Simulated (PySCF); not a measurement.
## Computed properties of CH8ClNSi2, SMILES C[SiH2]N[SiH2]Cl

CH₈ClNSi₂, SMILES C[SiH2]N[SiH2]Cl. The structure is a stationary point at B3LYP-D3(BJ)/def2-SVP. The structure was generated by enumeration, and PubChem lists no compound with its InChIKey, so it may never have been made. Other conformers were not sampled. All values are computed for the isolated molecule unless a solvent is named; none is compared with measurement here.

**Structure.** All 33 harmonic modes at B3LYP-D3(BJ)/def2-SVP (PySCF) are real, so it is a minimum. With heavy atoms numbered as in [SiH2:1]([Cl:2])[NH:3][SiH2:4][CH3:5], the shortest bond between them is Si1–N3 at 1.724 Å and the longest Si1–Cl2 at 2.097 Å.

**Vibrations.** The strongest infrared lines (harmonic, unscaled, degenerate partners summed) lie at 896 cm⁻¹ (430 km/mol, H 78 %, Si 14 %), 942 cm⁻¹ (242 km/mol, H 89 %), 959 cm⁻¹ (206 km/mol, H 82 %, Si 13 %). The softest mode is at 43 cm⁻¹ and the zero-point energy is 56.3 kcal/mol.

**Electronic structure.** CAM-B3LYP/def2-TZVP (PySCF) places the frontier levels at -9.17 and 1.16 eV, a gap of 10.33 eV, and gives a dipole moment of 1.59 D and a mean polarisability of 79.6 bohr³. PBE/def2-TZVP (PySCF) at the same geometry gives -6.45 and -0.62 eV, so its gap is 4.50 eV narrower. An orbital gap is neither the optical nor the fundamental gap.

**Excitations.** TDDFT-CAM-B3LYP/def2-SVPD (PySCF) has S1 at 6.74 eV (184 nm, f = 0.010, weak); the most intense of the 10 singlets computed lies at 7.47 eV (f = 0.08). T1 (TDA) is at 6.38 eV. TDDFT-PBE/def2-SVPD (PySCF) puts S1 at 5.93 eV. No vertical singlet excitation falls in the visible range (under 3.1 eV).

**NMR.** GIAO shifts at HF/pcSseg-1 (PySCF) (non-relativistic, atoms alike by connectivity averaged): ¹³C at -3.1 ppm against TMS; ¹H from 0.9 to 4.9 ppm against TMS; ²⁹Si from -28.0 to -24.9 ppm against TMS. Without spin–orbit terms, shifts of atoms bonded to Cl or Br come out too high.
